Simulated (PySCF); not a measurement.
CF2 (SMILES F[C]F), singlet, at a GFN2-xTB geometry; TPSS/3-21G run with PySCF.

Input for PySCF:
```python
from pyscf import gto, scf, dft

mol = gto.Mole()
mol.atom = '''
    F    -1.02933801   -0.22870680    0.03405471
    C    -0.01684584    0.58931167    0.03468448
    F     1.04056857   -0.16416765   -0.05717770
'''
mol.basis = '3-21g'
mol.verbose = 4
mol.symmetry = True
mol.build()

mf = dft.RKS(mol)
mf.xc = 'tpss'
mf.kernel()
mf.analyze()
```

What the program printed (banner, timings and long lists left out):

```
PySCF version 2.14.0

[INPUT] verbose = 4
[INPUT] num. atoms = 3
[INPUT] num. electrons = 24
[INPUT] charge = 0
[INPUT] spin (= nelec alpha-beta = 2S) = 0
[INPUT] symmetry True subgroup None
[INPUT] Mole.unit = angstrom
[INPUT] Symbol           X                Y                Z      unit          X                Y                Z       unit  Magmom
[...]
nuclear repulsion = 64.5844119822907
point group symmetry = C2v
symmetry origin: [ 5.08852220e-17 -2.36215769e-09 -2.36215765e-09]
symmetry axis x: [-0.04574615  0.05738952 -0.99730323]
symmetry axis y: [ 0.99854576  0.0311344  -0.04401152]
symmetry axis z: [ 0.02852464 -0.99786627 -0.05873034]
num. orbitals of irrep A1 = 12
num. orbitals of irrep A2 = 2
num. orbitals of irrep B1 = 4
num. orbitals of irrep B2 = 9
number of shells = 15
number of NR pGTOs = 45
number of NR cGTOs = 27
basis = 3-21g
ecp = {}

******** <class 'pyscf.dft.rks_symm.SymAdaptedRKS'> ********
method = SymAdaptedRKS
initial guess = minao
damping factor = 0
level_shift factor = 0
DIIS = <class 'pyscf.scf.diis.CDIIS'>
diis_start_cycle = 1
diis_space = 8
diis_damp = 0
SCF conv_tol = 1e-09
SCF conv_tol_grad = None
SCF max_cycles = 50
direct_scf = True
direct_scf_tol = 1e-13
XC library pyscf.dft.libxc version 7.1.2
    S. Lehtola, C. Steigemann, M. J. T. Oliveira, and M. A. L. Marques,  SoftwareX 7, 1–5 (2018)
XC functionals = tpss
    J. Tao, J. P. Perdew, V. N. Staroverov, and G. E. Scuseria,  Phys. Rev. Lett. 91, 146401 (2003)
    J. P. Perdew, J. Tao, V. N. Staroverov, and G. E. Scuseria,  J. Chem. Phys. 120, 6898 (2004)
    J. Tao, J. P. Perdew, V. N. Staroverov, and G. E. Scuseria,  Phys. Rev. Lett. 91, 146401 (2003)
    J. P. Perdew, J. Tao, V. N. Staroverov, and G. E. Scuseria,  J. Chem. Phys. 120, 6898 (2004)
radial grids:
    Treutler-Ahlrichs [JCP 102, 346 (1995); DOI:10.1063/1.469408] (M4) radial grids

becke partition: Becke, JCP 88, 2547 (1988); DOI:10.1063/1.454033
pruning grids: <function nwchem_prune>
grids dens level: 3
symmetrized grids: True
atomic radii adjust function: <function treutler_atomic_radii_adjust>
small_rho_cutoff = 0
Freeze 0 electrons in irreps []
    24 free electrons in irreps A1 A2 B1 B2
Set gradient conv threshold to 3.16228e-05
Initial guess from minao.
tot grids = 42648
init E= -236.672347309783
HOMO (A1) = -0.262225641605053  LUMO (B1) = -0.0851173079014222  gap/eV = 4.81936
cycle= 1 E= -236.351779476037  delta_E= 0.321  |g|= 0.578  |ddm|= 1.89
HOMO (A1) = -0.249902884904067  LUMO (B1) = -0.121802796089981  gap/eV = 3.48578
cycle= 2 E= -236.147017037306  delta_E= 0.205  |g|= 1.25  |ddm|= 0.942
HOMO (A1) = -0.232911944559098  LUMO (B1) = -0.0998255343334281  gap/eV = 3.62147
cycle= 3 E= -236.413690427888  delta_E= -0.267  |g|= 0.0265  |ddm|= 0.677
HOMO (A1) = -0.238427793673892  LUMO (B1) = -0.101222967057289  gap/eV = 3.73353
cycle= 4 E= -236.413884196855  delta_E= -0.000194  |g|= 0.00807  |ddm|= 0.0544
HOMO (A1) = -0.237287105312451  LUMO (B1) = -0.100375387669788  gap/eV = 3.72556
cycle= 5 E= -236.41389819581  delta_E= -1.4e-05  |g|= 0.000455  |ddm|= 0.00688
HOMO (A1) = -0.2373881878281  LUMO (B1) = -0.100491462819087  gap/eV = 3.72515
cycle= 6 E= -236.413898225014  delta_E= -2.92e-08  |g|= 5.78e-05  |ddm|= 0.000332
HOMO (A1) = -0.237382169985566  LUMO (B1) = -0.100482426126345  gap/eV = 3.72523
cycle= 7 E= -236.413898225834  delta_E= -8.19e-10  |g|= 1.58e-06  |ddm|= 4.52e-05
HOMO (A1) = -0.237382318445731  LUMO (B1) = -0.100482480642333  gap/eV = 3.72523
Extra cycle  E= -236.413898225833  delta_E= 9.66e-13  |g|= 3.38e-06  |ddm|= 3.12e-06
converged SCF energy = -236.413898225833
**** SCF Summaries ****
Total Energy =                        -236.413898225832554
Nuclear Repulsion Energy =              64.584411982290717
One-electron Energy =                 -455.283353705938566
Two-electron Energy =                  154.285043497815309
Two-electron Coulomb Energy =          180.492560688828434
DFT Exchange-Correlation Energy =      -26.207517191013128
HOMO-LUMO gap [eV] =                     3.725234332543662
Wave-function symmetry = A1
occupancy for each irrep:     A1   A2   B1   B2
                               6    1    1    4
**** MO energy ****
[...]
 ** Mulliken pop on meta-lowdin orthogonal AOs  **
 ** Mulliken pop  **
[...]
 ** Mulliken atomic charges  **
charge of    0F =     -0.09843
charge of    1C =      0.19685
charge of    2F =     -0.09843
Dipole moment(X, Y, Z, Debye):  0.02543, -0.88956, -0.05236
```
